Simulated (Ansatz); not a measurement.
CH₈N₃NbO, SMILES `C[O][Nb](=[NH])([NH2])[NH2]`, 14 atoms. Total charge 0; spin multiplicity 1. Correlated methods include outer-core shells of Nb, which these sets cover unevenly. Nb: def2 effective core potential. All runs use 4 threads of an AMD EPYC 7R43 on a shared host. Correlated methods freeze the cores.

(1) How many basis functions does each run have, and how long does it take in Ansatz? RKS PBE0-D4/def2-TZVP relaxation (17 steps); RKS PBE0-D4/def2-TZVP frequencies; RKS r2SCAN0-D4/def2-TZVPP energy; RKS r2SCAN-D4/def2-TZVPP energy and forces; RKS r2SCANh-D4/def2-TZVPP energy; RHF-MP2/def2-TZVPP energy; direct RPA on PBE orbitals/def2-TZVPP energy; RKS CAM-B3LYP-D4/def2-TZVPP energy; RKS PBE0-D4/def2-SVP energy; RKS ωB97M-V/def2-QZVPP energy; RKS ωB97M-V/def2-SVP energy; RHF-MP2/def2-QZVPP energy. (An estimate is asked.)

## Answers

(1) Computed: Other jobs shared the machine, so times are rough.

```json
{"level": "RKS PBE0-D4/def2-SVP", "job": "energy", "functions": "141", "wall time": "3.4 s", "peak host memory (GiB)": "0.38"}
{"level": "RKS CAM-B3LYP-D4/def2-TZVPP", "job": "energy", "functions": "323", "wall time": "6.5 s", "peak host memory (GiB)": "1.1"}
{"level": "RKS r2SCAN-D4/def2-TZVPP", "job": "energy and forces", "functions": "323", "wall time": "6.5 s", "peak host memory (GiB)": "0.52"}
{"level": "RHF-MP2/def2-TZVPP", "job": "energy", "functions": "323", "wall time": "7.5 s", "peak host memory (GiB)": "1"}
{"level": "RKS r2SCANh-D4/def2-TZVPP", "job": "energy", "functions": "323", "wall time": "7.5 s", "peak host memory (GiB)": "0.97"}
{"level": "RKS r2SCAN0-D4/def2-TZVPP", "job": "energy", "functions": "323", "wall time": "7.5 s", "peak host memory (GiB)": "0.98"}
{"level": "RKS ωB97M-V/def2-SVP", "job": "energy", "functions": "141", "wall time": "11 s", "peak host memory (GiB)": "0.54"}
{"level": "direct RPA on PBE orbitals/def2-TZVPP", "job": "energy", "functions": "323", "wall time": "22 s", "peak host memory (GiB)": "1.1"}
{"level": "RHF-MP2/def2-QZVPP", "job": "energy", "functions": "606", "wall time": "44 s", "peak host memory (GiB)": "4.8"}
{"level": "RKS ωB97M-V/def2-QZVPP", "job": "energy", "functions": "606", "wall time": "47 s", "peak host memory (GiB)": "3.1"}
{"level": "RKS PBE0-D4/def2-TZVP", "job": "relaxation (17 steps)", "functions": "243", "wall time": "85 s", "peak host memory (GiB)": "0.76"}
{"level": "RKS PBE0-D4/def2-TZVP", "job": "frequencies", "functions": "243", "wall time": "8.6 min", "peak host memory (GiB)": "0.8"}
```
